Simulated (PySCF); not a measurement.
C2H12N2Si2, SMILES N[SiH2]NC[SiH2]C.

The structure is a stationary point at PBE0-D3(BJ)/def2-SVP. This is a generated structure with no PubChem entry under its InChIKey; it may be hypothetical. Other conformers were not sampled.

Method: ωB97X/def2-TZVP run with PySCF.

Isolated molecule, no solvent.

**Question.** Estimate the frontier levels, gap, dipole moment. (The exact figures need the calculation; the answer reports its results.)

**Answer.** 
```yaml
highest_occupied_level: -8.82 eV
lowest_empty_level: 2.58 eV
orbital_gap: 11.40 eV
dipole_moment: 0.084 e·Å
quadrupole, principal values (traceless, Buckingham form, about the centre of nuclear charge): -8.25, -1.68, 9.93 D·Å
```
